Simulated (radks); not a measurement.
Effect of the nuclear size on the erbium ion Er+, [Xe] 4f12 6s1. Method: Dirac Kohn-Sham, exchange-only LDA, spin-unpolarised, spherical densities, finite nucleus; open shells fill j = l - 1/2 first; Fermi nuclear charge, rms radius 5.2516 fm; computed with a radial shooting solver on a logarithmic mesh with Libxc functionals. The rms radius is varied about that value; shifts are against it.

rms radius (fm)	total energy shift (eV)	density at nucleus (e/bohr^3)	1s1/2 shift (meV)	2s1/2 shift (meV)	5s1/2 shift (meV)	5p1/2 shift (meV)	6s1/2 shift (meV)	4f7/2 shift (meV)	6p1/2 (empty) shift (meV)
4.3273	-10.4	9.193e+05	-4250	-567	-4.51	0.253	-0.356	0.582	0.093
4.8997	-4.11	8.868e+05	-1690	-225	-1.79	0.100	-0.141	0.231	0.037
5.2516	0	8.692e+05	0.000	0.000	0.000	0.000	0.000	0.000	0.000
5.4197	2.04	8.613e+05	834	111	0.886	-0.050	0.070	-0.114	-0.018
5.782	6.58	8.454e+05	2700	360	2.86	-0.161	0.226	-0.370	-0.059

Slopes of the eigenvalues against <r^2> in GHz/fm^2, as finite differences over the two radii next to the reference (eigenvalue slopes, not the field-shift constants of lines): 1s1/2 114000, 2s1/2 15200, 5s1/2 121, 5p1/2 -6.77, 6s1/2 9.52, 4f7/2 -15.6, 6p1/2 (empty) -2.48.
